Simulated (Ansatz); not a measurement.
H$_{5}$OSbSi (`[SiH3][O][SbH2]`), relaxed with RKS PBE-D4/def2-SVP in the Gaussian-basis code of Ansatz from a rough embedded geometry. The force threshold is 0.03 eV/Å; the program also tests the step.

Charge 0, multiplicity 1. Sb takes the def2 core potential.

Start:

```xyz
8

Si   -0.597    1.066    0.164
O    -0.782   -0.540   -0.202
Sb    0.952   -1.355    0.432
H     0.508    1.628   -0.516
H    -0.437    1.312    1.628
H    -1.853    1.842   -0.258
H     0.464   -2.977   -0.216
H     1.745   -0.976   -1.033
```

Q: How much energy does the relaxation release, and in how many steps? (Estimate.)

A: The calculation gave: 39.39 kJ/mol, in 7 steps.

Q: Which bonds change most? (Estimate.)

A: Ansatz gave: Si1–H4 from 1.414 to 1.511 Å; Sb3–H7 from 1.813 to 1.740 Å; Sb3–H8 from 1.708 to 1.749 Å; Si1–H6 from 1.536 to 1.503 Å.

Q: Give the relaxed structure. (Best estimate.)

A: Computed: 
```xyz
8

Si   -0.653    1.224    0.192
O    -0.492   -0.403   -0.170
Sb    0.991   -1.652    0.430
H     0.337    2.076   -0.569
H    -0.448    1.504    1.665
H    -2.046    1.635   -0.195
H     0.284   -3.008   -0.399
H     2.026   -1.375   -0.954
```
